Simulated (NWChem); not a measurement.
Program: NWChem. System: ClIn, charge 0, spin multiplicity 1, optimised in this run. The structure started from a generated list of species. Level: PBE/def2-SVP with def2 effective core potentials on In.

The NWChem input:

```
start mol
memory heap 200 mb stack 900 mb global 1100 mb
geometry units angstroms
  In     0.000000     0.000000    -0.614931
  Cl     0.000000     0.000000     1.772449
  symmetry group C2v
end
basis spherical
  * library def2-svp
end
ecp
  In library def2-ecp
end
dft
  xc xpbe96 cpbe96
  semidirect memsize 60000000 filesize 0
  iterations 100
  grid fine
  convergence energy 1e-8
end
driver
  maxiter 80
end
task dft optimize
task dft freq numerical
```

Part of the output:

```
             Northwest Computational Chemistry Package (NWChem) 7.3.0
             --------------------------------------------------------

                                NWChem Input Module
                                -------------------

 Scaling coordinates for geometry "geometry" by  1.889725989
 (inverse scale =  0.529177249)

 Turning off AUTOSYM since
 SYMMETRY directive was detected!

          ------
          auto-z
          ------

                             Geometry "geometry" -> ""
                             -------------------------

 Output coordinates in angstroms (scale by  1.889725989 to convert to a.u.)

  No.       Tag          Charge          X              Y              Z
 ---- ---------------- ---------- -------------- -------------- --------------
    1 In                  49.0000     0.00000000     0.00000000    -0.61493121
    2 Cl                  17.0000     0.00000000     0.00000000     1.77244879

 Effective nuclear repulsion energy (a.u.)     184.6394995421

            Nuclear Dipole moment (a.u.)
            ----------------------------
        X                 Y               Z
 ---------------- ---------------- ----------------
     0.0000000000     0.0000000000    -0.0000000000

      Symmetry information
      --------------------

 Group name             C2v
 Group number             16
 Group order               4
 No. of unique centers     2

      Symmetry unique atoms

     1    2


 Summary of "ao basis" -> "" (spherical)
 ------------------------------------------------------------------------------
       Tag                 Description            Shells   Functions and Types
 ---------------- ------------------------------  ------  ---------------------
 *                          def2-svp                  on all atoms

                           NWChem Geometry Optimization
                           ----------------------------

 maximum gradient threshold         (gmax) =   0.000450
 rms gradient threshold             (grms) =   0.000300
 maximum cartesian step threshold   (xmax) =   0.001800
 rms cartesian step threshold       (xrms) =   0.001200
 fixed trust radius                (trust) =   0.300000
 maximum step size to saddle      (sadstp) =   0.100000
 energy precision                  (eprec) =   5.0D-06
 maximum number of steps          (nptopt) =   80
 initial hessian option           (inhess) =    0
 line search option               (linopt) =    1
 hessian update option            (modupd) =    1
 saddle point option              (modsad) =    0
 initial eigen-mode to follow     (moddir) =    0
 initial variable to follow       (vardir) =    0
 follow first negative mode     (firstneg) =    T
 apply conjugacy                    (opcg) =    F
 source of zmatrix                         =   autoz

          -------------------
          Energy Minimization
          -------------------

 Names of Z-matrix variables
    1

 Variables with the same non-blank name are constrained to be equal

 Using diagonal initial Hessian
 Scaling for Hessian diagonals: bonds = 1.00  angles = 0.25  torsions = 0.10

          --------
          Step   0
          --------

                         Geometry "geometry" -> "geometry"
                         ---------------------------------

 Output coordinates in angstroms (scale by  1.889725989 to convert to a.u.)

  No.       Tag          Charge          X              Y              Z
 ---- ---------------- ---------- -------------- -------------- --------------
    1 In                  49.0000     0.00000000     0.00000000    -0.61493121
    2 Cl                  17.0000     0.00000000     0.00000000     1.77244879

 Effective nuclear repulsion energy (a.u.)     184.6394995421

            Nuclear Dipole moment (a.u.)
            ----------------------------
        X                 Y               Z
 ---------------- ---------------- ----------------
     0.0000000000     0.0000000000    -0.0000000000

      Symmetry information
      --------------------

 Group name             C2v
 Group number             16
 Group order               4
 No. of unique centers     2

      Symmetry unique atoms

     1    2

                                 NWChem DFT Module
                                 -----------------

 Summary of "ao basis" -> "ao basis" (spherical)
 ------------------------------------------------------------------------------
       Tag                 Description            Shells   Functions and Types
 ---------------- ------------------------------  ------  ---------------------
 In                         def2-svp                10       26   4s4p2d
 Cl                         def2-svp                 8       18   4s3p1d

 Summary of "ao basis" -> "ao basis" (spherical)
 ------------------------------------------------------------------------------
       Tag                 Description            Shells   Functions and Types
 ---------------- ------------------------------  ------  ---------------------
 In                         def2-svp                10       26   4s4p2d
 Cl                         def2-svp                 8       18   4s3p1d

      Symmetry analysis of basis
      --------------------------

        a1         21
        a2          3
        b1         10
        b2         10

  itol2e modified to match energy
  convergence criterion.
  tol_rho modified to match energy
  convergence criterion.

            General Information
            -------------------
          SCF calculation type: DFT
          Wavefunction type:  closed shell.
          No. of atoms     :     2
[...]
   2 Cl      0.000000   0.000000   3.417259    0.000000   0.000000   0.001006

 atom:   2 xyz: 3(-) wall time:      25.4      date:

                                 NWChem DFT Module
                                 -----------------

   convergence    iter        energy       DeltaE   RMS-Dens  Diis-err    time
 ---------------- ----- ----------------- --------- --------- ---------  ------
 d= 0,ls=0.0,diis     1   -650.0800240745 -7.27D+02  1.33D-04  7.79D-05    25.8
 d= 0,ls=0.0,diis     2   -650.0800253827 -1.31D-06  5.34D-05  1.74D-06    25.9
 d= 0,ls=0.0,diis     3   -650.0800251548  2.28D-07  4.41D-05  2.76D-06    26.1
 d= 0,ls=0.0,diis     4   -650.0800255496 -3.95D-07  1.10D-05  2.53D-07    26.2
 d= 0,ls=0.0,diis     5   -650.0800256020 -5.24D-08  1.19D-06  1.15D-09    26.4
 d= 0,ls=0.0,diis     6   -650.0800256023 -3.07D-10  1.77D-07  2.83D-11    26.5

         Total DFT energy =     -650.080025602285
      One electron energy =    -1125.308843735670
           Coulomb energy =      442.692755240576
    Exchange-Corr. energy =      -44.784735218259
 Nuclear repulsion energy =       77.320798111067

 Numeric. integr. density =       37.999999989404

     Total iterative time =      1.0s

                         DFT ENERGY GRADIENTS

    atom               coordinates                        gradient
                 x          y          z           x          y          z
   1 In      0.000000   0.000000  -1.219868   -0.000000  -0.000000   0.001037
   2 Cl      0.000000   0.000000   3.397259    0.000000   0.000000  -0.001037

  finite difference hessian delta =    1.0000000000000000E-002

              1        2        3        4        5        6
    1    0.0000   0.0000   0.0000  -0.0000   0.0000   0.0000
    2    0.0000   0.0000   0.0000   0.0000  -0.0000   0.0000
    3    0.0000   0.0000   0.1021   0.0000   0.0000  -0.1021
    4   -0.0000   0.0000   0.0000   0.0000   0.0000   0.0000
    5    0.0000  -0.0000   0.0000   0.0000   0.0000   0.0000
    6    0.0000   0.0000  -0.1021   0.0000   0.0000   0.1021

  finite difference derivative dipole; delta =    1.0000000000000000E-002

 X vector of derivative dipole (au) [debye/angstrom]
 d_dipole_x/<atom=   1,x> =     0.2554     [    1.2266]
 d_dipole_x/<atom=   1,y> =     0.0000     [    0.0000]
 d_dipole_x/<atom=   1,z> =     0.0000     [    0.0000]
 d_dipole_x/<atom=   2,x> =    -0.2554     [   -1.2266]
 d_dipole_x/<atom=   2,y> =     0.0000     [    0.0000]
 d_dipole_x/<atom=   2,z> =     0.0000     [    0.0000]

 Y vector of derivative dipole (au) [debye/angstrom]
 d_dipole_y/<atom=   1,x> =     0.0000     [    0.0000]
 d_dipole_y/<atom=   1,y> =     0.2554     [    1.2266]
 d_dipole_y/<atom=   1,z> =     0.0000     [    0.0000]
 d_dipole_y/<atom=   2,x> =     0.0000     [    0.0000]
 d_dipole_y/<atom=   2,y> =    -0.2554     [   -1.2266]
 d_dipole_y/<atom=   2,z> =     0.0000     [    0.0000]

 Z vector of derivative dipole (au) [debye/angstrom]
 d_dipole_z/<atom=   1,x> =     0.0000     [    0.0000]
 d_dipole_z/<atom=   1,y> =     0.0000     [    0.0000]
 d_dipole_z/<atom=   1,z> =     1.2326     [    5.9203]
 d_dipole_z/<atom=   2,x> =     0.0000     [    0.0000]
 d_dipole_z/<atom=   2,y> =     0.0000     [    0.0000]
 d_dipole_z/<atom=   2,z> =    -1.2326     [   -5.9203]

  triangle hessian written to ./mol.hess
  derivative dipole written to ./mol.fd_ddipole

 Deleting state for dft with suffix hess
        ./mol.movecs

  Vibrational analysis via the FX method

  See chapter 2 in "Molecular Vibrations" by Wilson, Decius and Cross

  Vib: Default input used

 ---------------------------- Atom information ----------------------------
     atom    #        X              Y              Z            mass
 --------------------------------------------------------------------------
    In       1  0.0000000D+00  0.0000000D+00 -1.2198683D+00  1.1490410D+02
    Cl       2  0.0000000D+00  0.0000000D+00  3.4072594D+00  3.4968850D+01
 --------------------------------------------------------------------------

          ----------------------------------------------------
          MASS-WEIGHTED NUCLEAR HESSIAN (Hartree/Bohr/Bohr/Kamu)
          ----------------------------------------------------

               1            2            3            4            5            6
   ----- ----- ----- ----- -----
    1    1.23335D-05
    2    0.00000D+00  1.23461D-05
    3    0.00000D+00  0.00000D+00  8.88707D-01
    4   -2.23570D-05  0.00000D+00  0.00000D+00  4.05266D-05
    5    0.00000D+00 -2.23798D-05  0.00000D+00  0.00000D+00  4.05680D-05
    6    0.00000D+00  0.00000D+00 -1.61096D+00  0.00000D+00  0.00000D+00  2.92020D+00


 ----------------------------------------------------------------------------
 Normal Eigenvalue ||         Derivative Dipole Moments (debye/angs)
  Mode   [cm**-1]  ||      [d/dqX]             [d/dqY]           [d/dqZ]
 ------ ---------- || ------------------ ------------------ -----------------
    1       -0.008 ||       0.000               0.000            -0.000
    2        0.000 ||       0.000              -0.000             0.000
    3        0.000 ||      -0.000               0.000             0.000
    4        1.182 ||      -0.237               0.000             0.000
    5        1.182 ||       0.000              -0.237             0.000
    6      317.252 ||       0.000               0.000            -1.143
 ----------------------------------------------------------------------------

 ----------------------------------------------------------------------------
 Normal Eigenvalue ||                 Infra Red Intensities
  Mode   [cm**-1]  || [atomic units] [(debye/angs)**2] [(KM/mol)] [arbitrary]
 ------ ---------- || -------------- ----------------- ---------- -----------
    1       -0.008 ||    0.000000           0.000         0.000       0.000
    2        0.000 ||    0.000000           0.000         0.000       0.000
    3        0.000 ||    0.000000           0.000         0.000       0.000
    4        1.182 ||    0.002433           0.056         2.371       2.372
    5        1.182 ||    0.002433           0.056         2.371       2.372
    6      317.252 ||    0.056668           1.307        55.243      55.256
 ----------------------------------------------------------------------------

        Vibrational analysis via the FX method
  --- with translations and rotations projected out ---
  --- via the Eckart algorithm                      ---
 Dependent rotation vector no.                    3
  found in ECKART; assuming linear geometry
 Projected Nuclear Hessian trans-rot subspace norm:1.9259D-34
                         (should be close to zero!)

          --------------------------------------------------------
          MASS-WEIGHTED PROJECTED HESSIAN (Hartree/Bohr/Bohr/Kamu)
          --------------------------------------------------------

               1            2            3            4            5            6
   ----- ----- ----- ----- -----
    1    0.00000D+00
    2    0.00000D+00  0.00000D+00
    3    0.00000D+00  0.00000D+00  8.88707D-01
    4   -3.34066D-21  0.00000D+00  0.00000D+00  0.00000D+00
    5    0.00000D+00 -3.34066D-21  0.00000D+00  0.00000D+00  0.00000D+00
    6    0.00000D+00  0.00000D+00 -1.61096D+00  0.00000D+00  0.00000D+00  2.92020D+00

 center of mass
 --------------
 x =   0.00000000 y =   0.00000000 z =  -0.14025167

 moments of inertia (a.u.)
 ------------------
         574.006213568737           0.000000000000           0.000000000000
           0.000000000000         574.006213568737           0.000000000000
           0.000000000000           0.000000000000           0.000000000000

 Rotational Constants
 --------------------
 A=   0.000000 cm-1  (  0.000000 K)
 B=   0.104877 cm-1  (  0.150892 K)
 C=   0.104877 cm-1  (  0.150892 K)

 Temperature                      =   298.15K
 frequency scaling parameter      =   1.0000

 Linear Molecule

 Zero-Point correction to Energy  =    0.453 kcal/mol  (  0.000722 au)
 Thermal correction to Energy     =    2.184 kcal/mol  (  0.003481 au)
 Thermal correction to Enthalpy   =    2.776 kcal/mol  (  0.004424 au)

 Total Entropy                    =   59.289 cal/mol-K
   - Translational                =   40.906 cal/mol-K (mol. weight = 149.8730)
   - Rotational                   =   17.060 cal/mol-K (symmetry #  =        1)
   - Vibrational                  =    1.324 cal/mol-K

 Cv (constant volume heat capacity) =    6.606 cal/mol-K
   - Translational                  =    2.979 cal/mol-K
   - Rotational                     =    1.986 cal/mol-K
   - Vibrational                    =    1.640 cal/mol-K


 ----------------------------------------------------------------------------
 Normal Eigenvalue ||    Projected Derivative Dipole Moments (debye/angs)
  Mode   [cm**-1]  ||      [d/dqX]             [d/dqY]           [d/dqZ]
 ------ ---------- || ------------------ ------------------ -----------------
    1       -0.000 ||       0.000               0.000            -0.000
    2        0.000 ||       0.114               0.000             0.000
    3        0.000 ||       0.000               0.114             0.000
    4        0.000 ||      -0.207               0.000             0.000
    5        0.000 ||       0.000              -0.207             0.000
    6      317.252 ||       0.000               0.000            -1.143
 ----------------------------------------------------------------------------

 ----------------------------------------------------------------------------
 Normal Eigenvalue ||           Projected Infra Red Intensities
  Mode   [cm**-1]  || [atomic units] [(debye/angs)**2] [(KM/mol)] [arbitrary]
 ------ ---------- || -------------- ----------------- ---------- -----------
    1       -0.000 ||    0.000000           0.000         0.000       0.000
    2        0.000 ||    0.000568           0.013         0.553       0.553
    3        0.000 ||    0.000568           0.013         0.553       0.553
    4        0.000 ||    0.001865           0.043         1.818       1.819
    5        0.000 ||    0.001865           0.043         1.818       1.819
    6      317.252 ||    0.056668           1.307        55.243      55.256
 ----------------------------------------------------------------------------

 Task  times  cpu:       21.8s     wall:       21.8s

 Total times  cpu:       27.3s     wall:       27.3s
```
